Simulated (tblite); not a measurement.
Here is a computed GFN2-xTB geometry (Å):
```
atom  x, y, z in Å
C1     1.728   -0.843    2.226
C2     1.722   -0.246    1.041
C3     0.520   -0.035    0.268
C4     0.451    0.530   -0.943
F5     1.530    0.984   -1.613
C6    -0.871    0.645   -1.628
C7    -1.923    0.462   -0.535
P8    -1.154   -0.526    0.856
H9     2.634   -0.997    2.786
H10    0.810   -1.197    2.670
H11    2.640    0.109    0.588
H12   -0.949   -0.140   -2.388
H13   -0.965    1.607   -2.137
H14   -2.207    1.432   -0.116
H15   -2.832   -0.021   -0.893
H16   -1.142   -1.755    0.166
```

Charge 0, singlet.

Problem. Read off the bonds between heavy atoms and their formal orders.

Solution. C1–C2 1.33 Å (double); C2–C3 1.44 Å (single); C3–C4 1.34 Å (double); C4–F5 1.35 Å (single); C4–C6 1.49 Å (single); C6–C7 1.53 Å (single); C7–P8 1.87 Å (single); C3–P8 1.84 Å (single). Bonds to hydrogen (Å): C1–H9 1.08; C1–H10 1.08; C2–H11 1.08; C6–H12 1.10; C6–H13 1.09; C7–H14 1.09; C7–H15 1.09; P8–H16 1.41.

Problem. Give the structure as a SMILES string.

Solution. `C=CC1=C(F)CCP1`, C6H8FP. Among its features: C=C double bond, C–F bond and phosphine.

Problem. Name the point group.

Solution. C1 (no symmetry element, even within 0.4 Å).

Problem. Which rings does it hold (smallest set)?

Solution. C3–C4–C6–C7–P8 (5 members, 0.12 Å rms from planarity).

Problem. Classify the heavy atoms.

Solution. C1: terminal =CH2 carbon; C2: alkene CH carbon; C3: fully substituted alkene carbon; C4: vinylic C–F carbon; F5: vinyl fluorine; C6: allylic carbon; C7: sp3 carbon bound to phosphorus; P8: phosphine phosphorus.

Problem. What is the arrangement about C7?

Solution. It has 4 neighbours (C6, P8, H14, H15) and is distorted tetrahedral (angles from 106.9° to 113.0°).

Problem. What is the arrangement about P8?

Solution. It has 3 neighbours (C7, C3, H16) and is pyramidal (angles 95.7°, 93.9° and 89.7°, sum 279.4°, 0.90 Å off the plane of its three neighbours).
